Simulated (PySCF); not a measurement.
# NMR data sheet: C$_{4}$H$_{4}$O$_{3}$Si

| Property | Result |
| --- | --- |
| Formula | C4H4O3Si |
| SMILES | O=c1cc(O[SiH3])c1=O |
| Point group of the computed structure | Cs |
| Degrees of unsaturation | 4 |
| Carbon signals | 4 |
| Proton signals | 2 |

Molfile (atoms numbered from 1):
```
C4H4O3Si
     RDKit          3D

 12 12  0  0  0  0  0  0  0  0999 V2000
    3.4903    0.0483    0.1126 O   0  0  0  0  0  0  0  0  0  0  0  0
    2.3127   -0.0148   -0.0822 C   0  0  0  0  0  0  0  0  0  0  0  0
    1.4288   -0.3593   -1.2098 C   0  0  0  0  0  0  0  0  0  0  0  0
    0.2846   -0.1445   -0.4888 C   0  0  0  0  0  0  0  0  0  0  0  0
   -0.9879   -0.2198   -0.7167 O   0  0  0  0  0  0  0  0  0  0  0  0
   -2.2425    0.0956    0.3469 Si  0  0  0  0  0  4  0  0  0  0  0  0
    1.0323    0.2317    0.7477 C   0  0  0  0  0  0  0  0  0  0  0  0
    0.6889    0.5617    1.8465 O   0  0  0  0  0  0  0  0  0  0  0  0
    1.6209   -0.6629   -2.2215 H   0  0  0  0  0  0  0  0  0  0  0  0
   -2.1584    1.4887    0.7653 H   0  0  0  0  0  0  0  0  0  0  0  0
   -2.1498   -0.8361    1.4631 H   0  0  0  0  0  0  0  0  0  0  0  0
   -3.3189   -0.1893   -0.5892 H   0  0  0  0  0  0  0  0  0  0  0  0
  1  2  2  0
  2  3  1  0
  3  4  2  0
  4  5  1  0
  5  6  1  0
  4  7  1  0
  7  8  2  0
  7  2  1  0
  3  9  1  0
  6 10  1  0
  6 11  1  0
  6 12  1  0
M  END
```

[PySCF: geometry: GFN2-xTB; GIAO PBE0/pcSseg-1 shieldings; relativity neglected; in vacuum; one computed conformer; rapidly exchanging positions averaged]

Shifts are taken against calculated references (same method and geometry level): TMS for 1H and 13C and 29Si; 17O against H2O.

| carbon | δC, type | δH (multiplicity) | HMBC from (2–3 bonds) | span of the C tensor (ppm) |
| --- | --- | --- | --- | --- |
| C2 | 195.1, C | – | H9 | 158 |
| C3 | 183.3, CH | 9.13 (s) | – | 222 |
| C4 | 207.3, C | – | H9, H10/H11/H12 | 230 |
| C7 | 210.8, C | – | H9 | 136 |

Other nuclei:
```
      atoms  nucleus                        environment  δ (ppm)  σ (ppm)
H10/H11/H12       1H  hydrogen on a silicon bonded to O     5.32    26.40
        Si6     29Si           silicon bonded to O, 3 H    -21.7    370.8
         O8      17O                    carbonyl oxygen    620.8   -284.7
         O1      17O                    carbonyl oxygen    575.9   -239.8
         O5      17O             oxygen bonded to C, Si    145.8    190.2
```

- Carbon types of the structure: 3 × C, 1 × CH, leaving 3 H on heteroatoms.
- δC 210.8, 195.1: ring carbonyl carbon.
- δC 207.3: unsaturated ring carbon.
- δC 183.3: unsaturated ring CH.
- δH 9.13: hydrogen on a unsaturated ring CH.
- δH 5.32: hydrogen on a silicon bonded to O.

Shifts are as computed. Against solution values, carbons near 30 ppm lie about +3 ppm off and those near 130 ppm about +5 ppm. Of 1211 compounds with measured shifts, 218 miss one by over three times the rms of a fit or turn the order of signals round; such compounds aren't used in these exercises. Unscaled 17O shifts of doubly bonded oxygen tend to come out too high, by tens of ppm or more. Experimental scales use liquid or dissolved standards, which lie at an offset from isolated H2O (liquid H2O: subtract about 36 ppm). No couplings were computed; multiplicities are counted from neighbouring protons, with m where these are inequivalent, close in shift, in a saturated or five-membered ring or joined by F or P, and br s for small geminal =CH2 splittings.
